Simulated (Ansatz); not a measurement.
Geometry optimisation, RKS revPBE/def2-SVP in Ansatz.

The input (input.yaml):

```yaml
crystal:
  periodic: [false, false, false]
  atoms:
    - { symbol: B, position_ang: [-0.7984, 0.994, 0.2096] }
    - { symbol: Si, position_ang: [0.7397, -0.0376, -0.0863] }
    - { symbol: F, position_ang: [1.3946, -0.4292, 1.3902] }
    - { symbol: S, position_ang: [0.2884, -1.8221, -1.1348] }
    - { symbol: H, position_ang: [-1.4741, 1.4085, -0.7455] }
    - { symbol: H, position_ang: [-1.1898, 1.324, 1.294] }
    - { symbol: H, position_ang: [1.7402, 0.7317, -0.8796] }
    - { symbol: H, position_ang: [-0.6086, -2.2265, -0.1035] }
basis:
  gaussian: { orbitals: def2-SVP }
hamiltonian:
  xc: revpbe
relax:
  f_tol: 0.015
  max_steps: 40
output:
  orbitals: {}
```

Command:

```bash
$ ansatz run input.yaml --threads 1 --pin off --max-ram 2048MiB --backend cpu --events-out ev --progress --plain --runs-dir out
```

**Question.** Where does it end, and by what steps?

**Answer.** The forces met the threshold. After 23 steps the energy has fallen by 0.604 eV; S4 moved furthest, 1.07 Å. Joined: B1–S4 (3.30 → 2.09 Å).

```json
{"step": "0", "energy less start (eV)": "0.0000", "largest force component (eV/Å)": "2.269", "accepted": "yes"}
{"step": "1", "energy less start (eV)": "-0.2379", "largest force component (eV/Å)": "1.017", "accepted": "yes"}
{"step": "2", "energy less start (eV)": "-0.2998", "largest force component (eV/Å)": "0.198", "accepted": "yes"}
{"step": "3", "energy less start (eV)": "-0.2811", "largest force component (eV/Å)": "0.757", "accepted": "no"}
{"step": "4", "energy less start (eV)": "-0.3160", "largest force component (eV/Å)": "0.175", "accepted": "yes"}
{"step": "5", "energy less start (eV)": "-0.3325", "largest force component (eV/Å)": "0.190", "accepted": "yes"}
{"step": "6", "energy less start (eV)": "-0.3553", "largest force component (eV/Å)": "0.241", "accepted": "yes"}
{"step": "7", "energy less start (eV)": "-0.3743", "largest force component (eV/Å)": "0.394", "accepted": "yes"}
{"step": "8", "energy less start (eV)": "-0.3935", "largest force component (eV/Å)": "0.341", "accepted": "yes"}
{"step": "9", "energy less start (eV)": "-0.3847", "largest force component (eV/Å)": "0.306", "accepted": "no"}
{"step": "10", "energy less start (eV)": "-0.4066", "largest force component (eV/Å)": "0.287", "accepted": "yes"}
{"step": "11", "energy less start (eV)": "-0.4192", "largest force component (eV/Å)": "0.127", "accepted": "yes"}
{"step": "12", "energy less start (eV)": "-0.4423", "largest force component (eV/Å)": "0.262", "accepted": "yes"}
{"step": "13", "energy less start (eV)": "-0.4782", "largest force component (eV/Å)": "0.670", "accepted": "yes"}
{"step": "14", "energy less start (eV)": "-0.5044", "largest force component (eV/Å)": "1.288", "accepted": "yes"}
{"step": "15", "energy less start (eV)": "-0.5522", "largest force component (eV/Å)": "0.748", "accepted": "yes"}
{"step": "16", "energy less start (eV)": "-0.5945", "largest force component (eV/Å)": "0.207", "accepted": "yes"}
{"step": "17", "energy less start (eV)": "-0.6006", "largest force component (eV/Å)": "0.070", "accepted": "yes"}
{"step": "18", "energy less start (eV)": "-0.6027", "largest force component (eV/Å)": "0.037", "accepted": "yes"}
{"step": "19", "energy less start (eV)": "-0.6032", "largest force component (eV/Å)": "0.025", "accepted": "yes"}
{"step": "20", "energy less start (eV)": "-0.6033", "largest force component (eV/Å)": "0.018", "accepted": "yes"}
{"step": "21", "energy less start (eV)": "-0.6036", "largest force component (eV/Å)": "0.023", "accepted": "yes"}
{"step": "22", "energy less start (eV)": "-0.6036", "largest force component (eV/Å)": "0.020", "accepted": "yes"}
{"step": "23", "energy less start (eV)": "-0.6037", "largest force component (eV/Å)": "0.009", "accepted": "yes"}
```

```xyz
8
Properties=species:S:1:pos:R:3
B -0.905 0.666 0.039
Si 1.017 0.315 0.085
F 1.795 -0.484 1.299
S -0.513 -1.159 -0.894
H -1.215 1.423 -0.866
H -1.606 0.536 1.021
H 2.059 0.590 -0.962
H -0.538 -1.944 0.222
```

Whether the end is a true minimum wasn't checked by a vibrational analysis.

The run took 120 s on 1 thread of Intel(R) Xeon(R) Processor @ 2.50GHz (Skylake/Cascade Lake), with other jobs on the host, peak memory 0.15 GiB.
